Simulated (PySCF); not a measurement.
Several species in one continuum solvent.

All values: PBE0/pcSseg-1 (PySCF, non-relativistic), each on one gas-phase PBE0-D3(BJ)/def2-SVP geometry that isn't relaxed in the solvent. The solvent is an IEF-PCM continuum (Bondi radii, 1.10 Å for H, scaled by 1.2). The model holds no explicit solvent molecules, cavitation or dispersion.

Question: Order them by E(solvent) − E(gas) in acetonitrile (ε = 35.69), most negative first (kJ/mol).
A. `[O:1]=[CH:2][n:3]1[cH:4][cH:5][cH:6][cH:7]1` with O1–C2–N3–C4 180°
B. 1-methyl-1H-indene, `C[C@H]1C=Cc2ccccc21`
C. `[BH3-:1][NH2+:2][BH2-:3][NH2+:4][BH2-:5][NH3+:6]` with B1–N2–B3–N4 -46°, N2–B3–N4–B5 110°, B3–N4–B5–N6 -42°

Answer: C (-58.7), A (-26.1), B (-16.6).

```
                              SMILES  charge  ΔE (kJ/mol)  polarisation term (kJ/mol)  HOMO shift (eV)  dipole gas (D)  dipole solvent (D)  atoms
[BH3-][NH2+][BH2-][NH2+][BH2-][NH3+]       0        -58.7                       -66.3            -0.22            1.60                1.82     20
                          O=Cn1cccc1       0        -26.1                       -30.5            +0.09            2.40                3.13     12
                 C[C@H]1C=Cc2ccccc21       0        -16.6                       -18.9            -0.10            0.75                1.16     20
```

The polarisation term is half the interaction of the solute with the induced surface charges.
